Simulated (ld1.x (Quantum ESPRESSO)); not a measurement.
## u(r) = r·R(r): atom against pseudo-atom (Ga (Z = 31))

Columns: radius, all-electron u(r) and pseudo u(r) of the 4p shell (level -2.58 eV) of gallium in the configuration [Ar] 3d10 4s2 4p1; PBE, scalar-relativistic, ultrasoft scheme, ld1.x (Quantum ESPRESSO) 7.5.

```json
{"r (bohr)": "0.132", "all-electron": "0.1179", "pseudo": "0.0058"}
{"r (bohr)": "0.265", "all-electron": "-0.0447", "pseudo": "0.0231"}
{"r (bohr)": "0.398", "all-electron": "-0.1811", "pseudo": "0.0510"}
{"r (bohr)": "0.530", "all-electron": "-0.2028", "pseudo": "0.0876"}
{"r (bohr)": "0.663", "all-electron": "-0.1467", "pseudo": "0.1316"}
{"r (bohr)": "0.795", "all-electron": "-0.0558", "pseudo": "0.1801"}
{"r (bohr)": "0.928", "all-electron": "0.0451", "pseudo": "0.2316"}
{"r (bohr)": "1.060", "all-electron": "0.1413", "pseudo": "0.2831"}
{"r (bohr)": "1.193", "all-electron": "0.2285", "pseudo": "0.3332"}
{"r (bohr)": "1.325", "all-electron": "0.3034", "pseudo": "0.3795"}
{"r (bohr)": "1.458", "all-electron": "0.3670", "pseudo": "0.4215"}
{"r (bohr)": "1.590", "all-electron": "0.4191", "pseudo": "0.4575"}
{"r (bohr)": "1.723", "all-electron": "0.4614", "pseudo": "0.4877"}
{"r (bohr)": "1.855", "all-electron": "0.4945", "pseudo": "0.5118"}
{"r (bohr)": "1.988", "all-electron": "0.5199", "pseudo": "0.5304"}
{"r (bohr)": "2.120", "all-electron": "0.5381", "pseudo": "0.5439"}
{"r (bohr)": "2.252", "all-electron": "0.5504", "pseudo": "0.5529"}
{"r (bohr)": "2.385", "all-electron": "0.5575", "pseudo": "0.5583"}
{"r (bohr)": "2.518", "all-electron": "0.5601", "pseudo": "0.5602"}
{"r (bohr)": "2.650", "all-electron": "0.5590", "pseudo": "0.5590"}
{"r (bohr)": "2.782", "all-electron": "0.5546", "pseudo": "0.5546"}
{"r (bohr)": "2.915", "all-electron": "0.5476", "pseudo": "0.5476"}
{"r (bohr)": "3.048", "all-electron": "0.5383", "pseudo": "0.5383"}
{"r (bohr)": "3.180", "all-electron": "0.5274", "pseudo": "0.5274"}
{"r (bohr)": "3.312", "all-electron": "0.5151", "pseudo": "0.5151"}
{"r (bohr)": "3.445", "all-electron": "0.5015", "pseudo": "0.5015"}
```

(1) How many radial nodes do the two functions have?

(2) At about which radius was the pseudo-wave matched?

(3) Where does each function peak?

(4) Is the pseudo-wave norm-conserving?

## Answers

(1) The all-electron 4p function has n − l − 1 = 2; the pseudo-wave has 0, since the states of the same l below it are removed with the core.

(2) 2.65 bohr, where the columns begin to agree (steps of 0.13 bohr).

(3) Outermost all-electron maximum near 2.52 bohr, pseudo maximum near 2.52 bohr (to the table’s step).

(4) No, it belongs to an ultrasoft set: the norm inside the radius is not constrained, and the difference is carried by the augmentation charge.
